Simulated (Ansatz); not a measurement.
Job for Ansatz (a first-principles code): R-HF/def2-TZVPP on CdF2 (SMILES [F][Cd][F]), atoms moved off the minimum. Elements past Kr take the def2 small-core potentials; no spin–orbit coupling.

Ansatz 0.2 input:
```yaml
crystal:
  periodic: [false, false, false]
  atoms:
    - {symbol: Cd, position_ang: [-0.29327884, -0.05797147, -0.07509419]}
    - {symbol: F, position_ang: [0.14542110, -0.23739765, -2.02055153]}
    - {symbol: F, position_ang: [0.18375382, 0.12927157, 1.99626018]}
basis:
  gaussian:
    orbitals: def2-TZVPP
hamiltonian:
  xc: {name: HF}
scf: {lower_state_search: off}
output: {forces: true}
```

The log:

```
WARN ansatz: RAYON_NUM_THREADS=1 ignored (pool sized by the plan → 1); use --threads N
Functional definition: HF
these checks for a lower state are left out or cut short: stability, starts, cluster_reference, orbital_swaps, neighbouring_geometries, increment
integrals: 0.03 GiB planned
910 factors; their error is unknown
mean field: 0.22 GiB planned
mean field evaluation 1: about -9950.7942 eV, gradient 4.8e1 eV
mean field evaluation 2: about -9952.3831 eV, gradient 4.2e1 eV
mean field evaluation 4: about -9954.5952 eV, gradient 5.9e-1 eV
mean field evaluation 8: about -9955.0015 eV, gradient 1.2e0 eV
mean field evaluation 16: about -9955.0025 eV, gradient 7.8e-5 eV
mean field -9955.00251109 eV, -365.8395945393 hartree, gradient 1.7e-6 eV, S^2 0.000000; 0 other end points of the search recorded, 0 dependent functions left out
the calculation of the forces begins
reference -9955.00251109 eV, -365.8395945393 hartree; 19, 19 occupied and 99, 99 virtual orbitals, 910 factors
Total energy: -9955.00251109 eV, -365.8395945393 hartree
Atom 0 at    -0.293279    -0.057971    -0.075094 Å, force     1.347831     0.121093     1.385314 eV/Å
Atom 1 at     0.145421    -0.237398    -2.020552 Å, force    -0.519430     0.108208     1.162047 eV/Å
Atom 2 at     0.183754     0.129272     1.996260 Å, force    -0.828401    -0.229301    -2.547361 eV/Å
Dipole moment:    -0.619010    -0.009459    -0.130824 e Å
Checks for a lower state left out: stability, starts, cluster_reference, orbital_swaps, neighbouring_geometries, increment
```

The run converged.

Cost: around 2.0 core-seconds (rough).
